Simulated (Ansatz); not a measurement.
Wavefunction ladder for C₃H₁₀Si₂ (`C=C(C)[SiH2][SiH3]`)

```xyz
15

C    -0.686   -1.745   -1.112
C    -0.661   -0.771   -0.203
C    -0.916   -1.035    1.251
Si   -0.271    0.981   -0.734
Si    1.765    1.692    0.184
H    -0.892   -2.776   -0.833
H    -0.505   -1.556   -2.165
H    -1.124   -2.092    1.435
H    -1.767   -0.450    1.613
H    -0.057   -0.744    1.864
H    -1.339    1.909   -0.261
H    -0.203    1.046   -2.220
H     2.883    0.846   -0.314
H     1.728    1.587    1.669
H     2.046    3.109   -0.174
```

Total charge 0; spin multiplicity 1. The structure was optimised at the PBE0-D4/def2-TZVP level. It is one conformer, not always the lowest. Frozen core, restricted reference, the Gaussian-basis code of Ansatz. CBS rows extrapolate triple and quadruple zeta; past MP2 they add the triple-zeta difference.

```json
{"basis": "def2-SVP", "HF (Eh)": "-696.99676", "MP2 corr.": "-0.61589", "CCSD corr.": "-0.69442", "(T)": "-0.02265", "CCSD(T) total": "-697.71383"}
{"basis": "def2-TZVPP", "HF (Eh)": "-697.33117", "MP2 corr.": "-0.75649", "CCSD corr.": "-0.82747", "(T)": "-0.03421", "CCSD(T) total": "-698.19285"}
{"basis": "def2-QZVPP", "HF (Eh)": "-697.35444", "MP2 corr.": "-0.80622", "CCSD corr.": "–", "(T)": "–", "CCSD(T) total": "–"}
{"basis": "CBS(def2)", "HF (Eh)": "-697.35765", "MP2 corr.": "-0.84306", "CCSD corr.": "-0.91403", "(T)": "as TZ", "CCSD(T) total": "-698.30589"}
```
